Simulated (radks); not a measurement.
Neutral hafnium, 72 electrons, occupied as [Xe] 4f14 5d2 6s2.

All-electron calculation, Dirac Kohn-Sham, SOGGA, spin-unpolarised, spherical densities, finite nucleus; open shells fill j = l - 1/2 first; Fermi nuclear charge, rms radius 5.347 fm. Program: a radial shooting solver on a logarithmic mesh with Libxc functionals.

Energy parts (eV):
total: -410633.57
kinetic: 459124.42
electron-nucleus: -1022674.34
Hartree: 161202.08
exchange-correlation: -8285.73

Orbitals (lengths in bohr, moments of r in powers of bohr; <r^-3> diverges for s and p1/2; r(90%) holds 90 % of the orbital's charge):
orbital  occ.  eigenvalue (eV)  r(90%)  <r^-3>       <r^4>      <r>
1s1/2       2        -65153.07  0.0345       -   6.633e-07  0.01900
2s1/2       2        -11135.77   0.125       -   0.0001003  0.07980
2p1/2       2        -10638.69   0.110       -  0.00006072  0.06613
2p3/2       4        -9447.578   0.120   14840  0.00008647  0.07386
3s1/2       2        -2536.659   0.306       -    0.003738   0.2083
3p1/2       2        -2315.638   0.298       -    0.003315   0.1981
3p3/2       4        -2060.412   0.318    3317    0.004309   0.2125
3d3/2       4        -1685.102   0.290   571.1    0.002957   0.1864
3d5/2       6        -1629.417   0.296   490.3    0.003204   0.1908
4s1/2       2        -510.4361   0.673       -     0.08947   0.4683
4p1/2       2        -419.8119   0.691       -     0.09872   0.4746
4p3/2       4        -361.3322   0.739   760.0      0.1289   0.5076
4d3/2       4        -212.1294   0.795   113.5      0.1715   0.5286
4d5/2       6        -201.4188   0.812   95.46      0.1870   0.5402
4f5/2       6         -17.4097    1.14   15.99      0.9347   0.6711
4f7/2       8         -15.6657    1.16   15.21       1.039   0.6841
5s1/2       2         -66.5023    1.64       -       3.152    1.136
5p1/2       2         -40.8456    1.86       -       5.227    1.267
5p3/2       4         -33.0672    2.03   98.70       7.417    1.378
5d3/2       2          -2.7600    4.09   4.963       134.6    2.458
5d5/2       0          -2.3182    4.34   3.883       173.1    2.597
6s1/2       2          -4.9701    5.13       -       300.8    3.459

The highest occupied level is 5d3/2 at -2.760 eV. Summed over all electrons, <r^2> = 72.45 bohr^2, which gives a Langevin (diamagnetic) susceptibility term of -57.4 x 10^-6 cm^3/mol.
